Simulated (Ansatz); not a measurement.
`C=C[SiH2]BC` + HI → `CBI` + `C=C[SiH3]`  (cleavage of the B–Si bond)

Program: Ansatz. Geometries: PBE0-D4/def2-TZVP. ΔE: electronic, gas phase. CCSD(T)/CBS is the MP2 limit (def2-TZVPP, def2-QZVPP) plus CCSD(T) − MP2 in def2-TZVPP, frozen cores. DFT in def2-TZVPP. Elements past krypton have def2 core potentials. For I outer-core shells are correlated without core-valence functions, which leaves a few kJ/mol of doubt a bond. One conformer a species, not always the lowest.

**Question.** Is it downhill or uphill in electronic energy at CCSD(T)/CBS, and by how much? (Estimate.)

**Answer.** Computed: Downhill: ΔE = -104.2 kJ/mol.

**Question.** What do these levels give: r2SCAN-D4, BHLYP-D4, ωB97X-V, ωB97M-V, r2SCAN, PBE0, BHLYP, LC-ωPBE, CCSD/def2-SVP, CCSD(T)/def2-TZVPP, HF/CBS(def2), CCSD/CBS(def2)? (Best estimate.)

**Answer.** Computed: r2SCAN-D4 -100.3, BHLYP-D4 -101.2, ωB97X-V -96.7, ωB97M-V -100.1, r2SCAN -101.4, PBE0 -98.3, BHLYP -102.6, LC-ωPBE -94.5, CCSD/def2-SVP -100.7, CCSD(T)/def2-TZVPP -101.8, HF/CBS(def2) -106.9, CCSD/CBS(def2) -102.7 kJ/mol.

Largest T1 diagnostic among the species: 0.012.

Leaving LDA and LC-ωPBE aside and taking each functional with its dispersion term where it has one, the values, not all of them listed here, spread over 11.7 kJ/mol, from PBE-QIDH to revPBE-D4. From BLYP to BHLYP (50 % exact exchange), in def2-TZVPP and without D4, ΔE moves by −3.6 kJ/mol.
